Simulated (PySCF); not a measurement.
Isomers of C4H8F3O2P, mass 176.021 u with the commonest isotopes. Method: PBE0/pcSseg-1 in PySCF (dipole) on a GFN2-xTB geometry, gas phase. One conformer each, none proved a minimum here; rigid rotors.

Problem. Order these by dipole moment, largest first.
A. `[CH3:1][CH:2]([CH3:3])[P@:4](=[O:5])([OH:6])[C:7]([F:8])([F:9])[F:10]` with C1–C2–P4–O5 60°, C2–P4–O6–H 146°
B. `[CH3:1][CH2:2][P@:3](=[O:4])([OH:5])[CH2:6][C:7]([F:8])([F:9])[F:10]` with C1–C2–P3–O4 -178°, C2–P3–O5–H 122°, C2–P3–C6–C7 -79°
C. `[CH3:1][P@:2](=[O:3])([CH2:4][OH:5])[CH2:6][C:7]([F:8])([F:9])[F:10]` with C1–P2–C4–O5 176°, P2–C4–O5–H -52°, C1–P2–C6–C7 34°

Solution. B (3.89 D), A (3.01 D), C (1.91 D).

Problem. Order these by rotational constant A, smallest first.
A. `[CH3:1][CH2:2][P@:3](=[O:4])([OH:5])[CH2:6][C:7]([F:8])([F:9])[F:10]` with C1–C2–P3–O4 -178°, C2–P3–O5–H 122°, C2–P3–C6–C7 -79°
B. `[CH3:1][O:2][CH2:3][P@@:4]([CH3:5])(=[O:6])[C:7]([F:8])([F:9])[F:10]` with C1–O2–C3–P4 -75°, O2–C3–P4–C5 -56°
C. `[CH3:1][CH:2]([CH3:3])[P@:4](=[O:5])([OH:6])[C:7]([F:8])([F:9])[F:10]` with C1–C2–P4–O5 60°, C2–P4–O6–H 146°

Solution. C (1651 MHz), A (1689 MHz), B (1916 MHz).

Problem. Order these by radius of gyration √(Σ m r²/M), smallest first.
A. `[CH3:1][P@:2](=[O:3])([CH2:4][OH:5])[CH2:6][C:7]([F:8])([F:9])[F:10]` with C1–P2–C4–O5 176°, P2–C4–O5–H -52°, C1–P2–C6–C7 34°
B. `[CH3:1][CH:2]([CH3:3])[P@:4](=[O:5])([OH:6])[C:7]([F:8])([F:9])[F:10]` with C1–C2–P4–O5 60°, C2–P4–O6–H 146°
C. `[CH3:1][CH2:2][P@:3](=[O:4])([OH:5])[CH2:6][C:7]([F:8])([F:9])[F:10]` with C1–C2–P3–O4 -178°, C2–P3–O5–H 122°, C2–P3–C6–C7 -79°

Solution. B (2.041 Å), C (2.130 Å), A (2.170 Å).

```tsv
SMILES	point group	Ia (u·Å²)	Ib (u·Å²)	Ic (u·Å²)	κ	μa (D)	μb (D)	μc (D)
CC[P@](=O)(O)CC(F)(F)F	C1	299.15	595.21	702.12	-0.73	2.48	2.05	2.19
C[P@](=O)(CO)CC(F)(F)F	C1	295.75	634.04	728.63	-0.80	0.31	0.70	1.75
CC(C)[P@](=O)(O)C(F)(F)F	C1	306.17	537.37	622.40	-0.69	2.21	0.20	2.03
COC[P@@](C)(=O)C(F)(F)F	C1	263.81	684.57	708.31	-0.96	1.69	0.67	2.32
```
